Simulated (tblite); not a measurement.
Species: C4H2NP3.
SMILES: `N#CC1=PC=PC=P1`

Computed with GFN2-xTB (tblite): harmonic, unscaled wavenumbers at the GFN2-xTB geometry, gas phase. Against measured fundamentals such values can be off by several per cent, at times by over 20.

Harmonic wavenumbers (cm⁻¹): 59.8, 124.3, 136.5, 203.7, 264.2, 326.7, 348.8, 495.7, 505.1, 505.6, 555.9, 724.0, 728.9, 748.2, 767.6, 882.2, 1040.2, 1049.0, 1112.5, 1215.7, 1272.6, 2334.4, 2984.2, 2985.3.

A = 2320, B = 1001, C = 699.4 MHz; mass 156.940 u (most abundant isotopes); point group C2v, symmetry number 2.

Task: Zero-point energy?

Result: Half the sum of the wavenumbers: 10686 cm⁻¹ = 127.83 kJ/mol.

Task: Give the ideal-gas entropy at 200 K and 1 bar in the rigid-rotor, harmonic-oscillator model (classical rotation).

Result: Translation 163.61, rotation 113.40, vibration 54.32: S = 331.3 J/(mol K).

Task: And Cp and H(200 K) − H(0)?

Result: Cp = 98.35 J/(mol K), of which vibrations give 65.09 (their classical limit is 24 R = 199.5); H(200 K) − H(0) = 12.89 kJ/mol without the zero-point energy, 6.24 from vibrations.

Task: Blend soft modes into free rotors: weight 1/[1 + (100 cm⁻¹/ν̃)⁴] for the oscillator and the rest for a rotor with moment μB/(μ + B), μ = h/(8π²ν), B = 10⁻⁴⁴ kg m². What vibrational entropy results?

Result: 51.87 J/(mol K) in place of 54.32, which changes −T·S at 200 K by +0.49 kJ/mol.

Task: How do the functions run with temperature in this model?

Result: 
```csv
T (K),S (J/(mol K)),Cp (J/(mol K)),H − H(0) (kJ/mol),G − H(0) (kJ/mol),ln q(vib)
150,305.5,82.0,8.38,-37.44,1.85
250,354.9,113.5,18.20,-70.54,3.73
298.15,376.1,126.5,23.98,-88.14,4.64
400,416.5,148.5,38.04,-128.55,6.56
600,482.4,175.6,70.74,-218.69,10.13
900,558.1,196.8,126.96,-375.32,14.82
```

q(vib) and H(0) count from the zero-point level.

Task: Which modes carry the vibrational entropy at 200 K?

Result: 59.8 cm⁻¹: 15.39; 124.3 cm⁻¹: 9.52; 136.5 cm⁻¹: 8.79; 203.7 cm⁻¹: 5.84; 264.2 cm⁻¹: 4.12; 326.7 cm⁻¹: 2.89 J/(mol K); the other 18 give 7.76 together.

Task: What must be added to the electronic energy to get the Gibbs energy at 200 K and 1 bar?

Result: ZPE + [H(200 K) − H(0)] − T·S = 127.83 + 12.89 − 66.27 = 74.45 kJ/mol.

Hindered rotation and anharmonicity are outside this model.

Hardware: one thread, Arm Neoverse V1 (aarch64), shared host. Cost: 0.35 s. This covers the Hessian and the dipole derivatives.
